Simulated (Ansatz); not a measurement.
CH8OSSi2, SMILES `[SiH3]OC([SiH3])S` at its PBE0-D4/def2-TZVP geometry, where that method's forces vanish. Charge 0, multiplicity 1.

| atom | x (Å) | y (Å) | z (Å) |
| --- | --- | --- | --- |
| Si1 | 1.1020 | -1.2133 | 1.5591 |
| O2 | 0.1207 | -0.8653 | 0.2673 |
| C3 | 0.2229 | 0.3086 | -0.4964 |
| Si4 | -1.2792 | 0.4268 | -1.6479 |
| S5 | 0.3943 | 1.8312 | 0.4794 |
| H6 | 1.0037 | -2.6836 | 1.7150 |
| H7 | 0.6529 | -0.5505 | 2.8078 |
| H8 | 2.5033 | -0.8134 | 1.2595 |
| H9 | 1.1481 | 0.3035 | -1.0896 |
| H10 | -2.4754 | 0.6904 | -0.8068 |
| H11 | -1.4562 | -0.8471 | -2.3916 |
| H12 | -1.0706 | 1.5445 | -2.6019 |
| H13 | -0.8664 | 1.8682 | 0.9461 |

Problem. For each bond, give half the difference of the two atoms' forces along it (eV/Å; positive pushes the atoms apart) under PBE-D4, r2SCAN-D4, B3LYP-D4, ωB97M-V in def2-TZVPP. (Estimate.)

Solution. The calculation gave: 
```json
{"bond": "Si1–O2", "length (Å)": "1.659", "PBE-D4": "0.28", "r2SCAN-D4": "-0.02", "B3LYP-D4": "0.05", "ωB97M-V": "0.06"}
{"bond": "Si1–H6", "length (Å)": "1.482", "PBE-D4": "0.05", "r2SCAN-D4": "-0.04", "B3LYP-D4": "-0.13", "ωB97M-V": "-0.15"}
{"bond": "Si1–H7", "length (Å)": "1.483", "PBE-D4": "0.01", "r2SCAN-D4": "-0.03", "B3LYP-D4": "-0.08", "ωB97M-V": "-0.12"}
{"bond": "Si1–H8", "length (Å)": "1.488", "PBE-D4": "0.02", "r2SCAN-D4": "-0.03", "B3LYP-D4": "-0.06", "ωB97M-V": "-0.10"}
{"bond": "O2–C3", "length (Å)": "1.404", "PBE-D4": "0.23", "r2SCAN-D4": "0.29", "B3LYP-D4": "0.27", "ωB97M-V": "0.29"}
{"bond": "C3–Si4", "length (Å)": "1.896", "PBE-D4": "-0.05", "r2SCAN-D4": "-0.06", "B3LYP-D4": "-0.02", "ωB97M-V": "-0.03"}
{"bond": "C3–S5", "length (Å)": "1.817", "PBE-D4": "0.17", "r2SCAN-D4": "0.15", "B3LYP-D4": "0.24", "ωB97M-V": "0.03"}
{"bond": "C3–H9", "length (Å)": "1.099", "PBE-D4": "0.11", "r2SCAN-D4": "-0.06", "B3LYP-D4": "-0.17", "ωB97M-V": "-0.15"}
{"bond": "Si4–H10", "length (Å)": "1.486", "PBE-D4": "0.07", "r2SCAN-D4": "-0.03", "B3LYP-D4": "-0.07", "ωB97M-V": "-0.10"}
{"bond": "Si4–H11", "length (Å)": "1.486", "PBE-D4": "0.07", "r2SCAN-D4": "-0.02", "B3LYP-D4": "-0.10", "ωB97M-V": "-0.12"}
{"bond": "Si4–H12", "length (Å)": "1.484", "PBE-D4": "0.06", "r2SCAN-D4": "-0.03", "B3LYP-D4": "-0.07", "ωB97M-V": "-0.10"}
{"bond": "S5–H13", "length (Å)": "1.345", "PBE-D4": "0.27", "r2SCAN-D4": "0.02", "B3LYP-D4": "-0.03", "ωB97M-V": "-0.10"}
```

B3LYP here is the variant with VWN-RPA as its local correlation; programs differ in this.

Results of the Gaussian-basis code of Ansatz.
